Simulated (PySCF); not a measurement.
C₃F₃, SMILES [C]#CC(F)(F)F (connectivity only; charge and spin as stated), charge +1, multiplicity 1.

The structure is a stationary point at ωB97X-D3(BJ)/def2-SVP. The spin state was assumed, not searched. The isomer is the one that the SMILES or the coordinates give; other isomers of the formula were not compared.

These are M06-2X/def2-TZVP run with PySCF values and carry that method's errors.

Isolated molecule, no solvent.

```
Property                                                          Result
------------------------------------------------  ----------------------
total energy                                          -413.15029 hartree
point group                                                          C3v
highest occupied level                                         -18.79 eV
lowest empty level                                             -15.04 eV
orbital gap                                                      3.75 eV
dipole moment about the centre of nuclear charge               1.409 e·Å
mean static polarisability                          30.3 bohr³ (4.48 Å³)
polarisability, principal values                  11.8, 11.8, 67.1 bohr³
```
